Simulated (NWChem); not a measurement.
Molecule: CH2NS, doublet; SMILES S=[C]N

```xyz
5

N      0.1387     1.5959     0.0000
C     -0.4254     0.4107     0.0000
S      0.0535    -1.1121     0.0000
H      1.1520     1.7214     0.0000
H     -0.4274     2.4366     0.0000
```
Atoms are numbered in this order, from 1.

Program: NWChem. Pople sets run with spherical d functions. Spin-unrestricted. In the optimisation the excess spin sits in a' (Cs, its own frame). All runs use the structure optimised with PBE0/def2-SVP, spin-unrestricted. No stability test was run on the SCF state. Level SCAN/6-31G*: energy and gradient on several grids; changes count from the extra-fine grid, which is no exact limit either.

```
grid     size of the energy change (μHa)  largest change of a gradient component (μHa/bohr)  time, medium = 1 (rough)
-------  -------------------------------  -------------------------------------------------  ------------------------
xcoarse                            10000                                               5000                   about 1
coarse                              1000                                               1000                   about 1
medium                              1000                                                900                   about 1
fine                                 600                                                200                   about 1
xfine                               < 10                                               < 30                         2
```
